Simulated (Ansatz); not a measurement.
`F[CH](F)[InH2]` + CH₃OH → `C[O][InH2]` + `FCF` at 600 K and 1 bar (ligand exchange at the In–C bond).

Calculated with Ansatz (gas phase, PBE0-D4/def2-TZVP geometries, no zero-point term in ΔE). CBS: MP2 limit from def2 TZ/QZ plus the TZ coupled-cluster correction, frozen cores. This one scheme is used for every species. def2 core potentials past Kr. For In outer-core shells are correlated without core-valence functions, which leaves a few kJ/mol of doubt a bond.

```json
{"species": "`F[CH](F)[InH2]`", "CCSD(T)/CBS energy (Eh)": "-429.19417", "H − E (kJ/mol)": "135.9", "S (J/(mol·K))": "416.2"}
{"species": "CH₃OH", "CCSD(T)/CBS energy (Eh)": "-115.61712", "H − E (kJ/mol)": "163.6", "S (J/(mol·K))": "277.3"}
{"species": "`C[O][InH2]`", "CCSD(T)/CBS energy (Eh)": "-306.01914", "H − E (kJ/mol)": "186.3", "S (J/(mol·K))": "386.5"}
{"species": "`FCF`", "CCSD(T)/CBS energy (Eh)": "-238.82660", "H − E (kJ/mol)": "113.4", "S (J/(mol·K))": "283.4"}
```

H − E and S are ideal-gas, rigid-rotor, harmonic terms from PBE0-D4/def2-TZVP. 1 Eh = 2625.50 kJ/mol, R = 8.31446 J/(mol·K).

Q: By hand: ΔE, ΔH, ΔS and ΔG.

A: ΔE = (-306.01914) + (-238.82660) − (-429.19417) − (-115.61712) = -0.03445 Eh = -90.4 kJ/mol. Δ(H − E) = 186.3 + 113.4 − 135.9 − 163.6 = 0.2, so ΔH = -90.2 kJ/mol. ΔS = 386.5 + 283.4 − 416.2 − 277.3 = -23.6 J/(mol·K). ΔG = -90.2 − 600 × (-23.6)/1000 = -76.0 kJ/mol.

Q: By hand: the equilibrium constant, and the temperature at which ΔG would vanish if ΔH and ΔS stayed fixed.

A: log₁₀ K = −ΔG/(RT ln 10) = 6.6. ΔG = 0 at ΔH/ΔS = 3822 K, far beyond where these terms or the molecules hold.

ΔH outweighs TΔS. A doubt of 5 kJ/mol in ΔE shifts log₁₀ K by 0.4 here. Modes under 60 cm⁻¹, often nearly free rotors, make the harmonic entropy too high. These are equilibria of isolated gas molecules and say nothing of rates. Largest T1 diagnostic: 0.017 (customary marks: 0.02 for closed shells, 0.045 for open ones).
